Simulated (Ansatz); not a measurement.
Zn(Et)(SH) (C2H6SZn), SMILES C[CH2][Zn][SH].

The structure is a stationary point at PBE-D3(BJ)/def2-SVP. The isomer is the one that the SMILES or the coordinates give; other isomers of the formula were not compared. One conformer was computed; it need not be the lowest.

Two levels are set side by side: PBE/def2-SVPD (Ansatz, a quantum-chemistry and plane-wave program) and PBE0/def2-SVPD (Ansatz). Energy differences of separate SCF runs at the same geometry; the states with an electron removed or added have multiplicity 2 and 2. Differences are taken from unrounded values.

| quantity | PBE0 |
|---|---|
| vertical ionisation energy (eV) | 9.22 |
| vertical singlet–triplet gap (eV) | 5.13 |

What does PBE give, and how far is it from PBE0? (Estimate from the structure and the level; the computed values follow.)


```csv
quantity,PBE,PBE minus PBE0
vertical ionisation energy (eV),8.95,-0.28
vertical singlet–triplet gap (eV),4.77,-0.36
```
